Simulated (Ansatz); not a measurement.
`[BH2][GeH2][OH]` + `[SiH3][SiH3]` → `[BH2][GeH2][SiH2][SiH3]` + H₂O  (formal exchange of groups at a Ge–O bond)

Program: Ansatz. Geometries: PBE0-D4/def2-TZVP. ΔE: electronic, gas phase. CBS: MP2 limit from def2 TZ/QZ plus the TZ coupled-cluster correction, frozen cores. This one scheme is used for every species. Functionals use def2-TZVPP. B3LYP here is the variant with VWN-RPA as its local correlation; programs differ in this. For Ge outer-core shells are correlated without core-valence functions, which leaves a few kJ/mol of doubt a bond. Scalar relativity is left out up to krypton. One conformer a species, not always the lowest.

**Question.** Is it downhill or uphill in electronic energy at CCSD(T)/CBS, and by how much? (Estimate.)

**Answer.** The calculation gave: Downhill: ΔE = -0.17 eV.

**Question.** What do these levels give: r2SCAN-D4, PBE0-D4, B3LYP-D4, ωB97M-V, r2SCAN, PBE0, B3LYP, MP2/def2-TZVPP, SCS-MP2/def2-TZVPP, HF/def2-QZVPP, MP2/def2-QZVPP, MP2/CBS(def2)? (Estimate.)

**Answer.** The calculation gave: r2SCAN-D4 -0.15, PBE0-D4 -0.24, B3LYP-D4 -0.09, ωB97M-V -0.07, r2SCAN -0.13, PBE0 -0.18, B3LYP 0.01, MP2/def2-TZVPP -0.11, SCS-MP2/def2-TZVPP 0.01, HF/def2-QZVPP 0.25, MP2/def2-QZVPP -0.15, MP2/CBS(def2) -0.18 eV.

Largest T1 diagnostic among the species: 0.013.

The D4 term adds −0.11 eV with B3LYP and −0.06 eV with PBE0; it sums over pairs of atoms, weighted by their polarisabilities, and B3LYP, whose exchange is more repulsive, gets the larger term. In def2-TZVPP, CCSD(T) changes the Hartree–Fock value by −0.34 eV (the triples alone add −0.04 eV) and MP2 by −0.35 eV.
